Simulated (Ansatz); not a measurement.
Consider the formal exchange of groups at the Si–S bond: `C[SiH2]S[SiH](Cl)Cl` + `FBF` → `C[SiH2]B(F)F` + `S[SiH](Cl)Cl`.

Isolated molecules relaxed with PBE0-D4/def2-TZVP in Ansatz; ΔE leaves out vibrations. CCSD(T)/CBS adds triple-zeta CCSD(T) − MP2 to the extrapolated MP2 energy (def2 sets, frozen cores). This one scheme is used for every species. Functionals use def2-TZVPP. One conformer a species, not always the lowest.

`C[SiH2]S[SiH](Cl)Cl`:

```xyz
12

C     1.644   -0.180   -0.439
Si    0.419   -1.317    0.377
S    -1.613   -1.002   -0.291
Si   -1.874    1.061    0.009
Cl   -1.029    1.701    1.760
Cl   -1.055    2.177   -1.499
H     1.564   -0.236   -1.526
H     1.492    0.856   -0.133
H     2.657   -0.476   -0.149
H     0.648   -2.733   -0.009
H     0.466   -1.198    1.854
H    -3.318    1.348    0.046
```

`FBF`:

```xyz
4

F     0.292   -0.418    1.188
B    -0.035    0.019   -0.006
F     0.808   -0.187   -0.992
H    -1.066    0.586   -0.190
```

`C[SiH2]B(F)F`:

Z-matrix (Å, degrees):
```
C
Si 1 1.871
H 1 1.092 2 110.9
H 1 1.092 2 110.7 3 -120.2
H 1 1.092 2 110.7 3 120.2
B 2 2.036 1 112.0 3 179.9
H 2 1.490 1 111.0 3 -59.7
H 2 1.490 1 111.0 3 59.6
F 6 1.321 2 121.9 1 179.9
F 6 1.322 2 122.3 1 -0.1
```

`S[SiH](Cl)Cl`:

Cartesian coordinates in Å:
```
S -0.057 -1.398 -1.007
Si 0.219 0.246 0.292
Cl 2.232 0.518 0.420
Cl -0.671 1.939 -0.420
H -1.399 -1.322 -0.929
H -0.324 0.017 1.643
```

CCSD(T)/CBS gives +99.7 kJ/mol.

(1) Another level gave +91.3 kJ/mol. Which?
A. PBE/def2-TZVPP
B. HF/def2-TZVPP
C. SCS-MP2/def2-TZVPP
D. PBE0/def2-TZVPP

Largest T1 diagnostic among the species: 0.013.

Answers

(1) B. HF/def2-TZVPP 91.3, PBE 79.6, PBE0 85.6, SCS-MP2/def2-TZVPP 103.5 kJ/mol.

In def2-TZVPP, CCSD(T) changes the Hartree–Fock value by +4.3 kJ/mol (the triples alone add +2.6 kJ/mol) and MP2 by +19.1 kJ/mol. The D4 term adds +16.8 kJ/mol with B3LYP and +9.7 kJ/mol with PBE0; it sums over pairs of atoms, weighted by their polarisabilities, and B3LYP, whose exchange is more repulsive, gets the larger term. From PBE to PBE0 (25 % exact exchange), in def2-TZVPP and without D4, ΔE moves by +6.0 kJ/mol.

B3LYP here is the variant with VWN-RPA as its local correlation; programs differ in this.
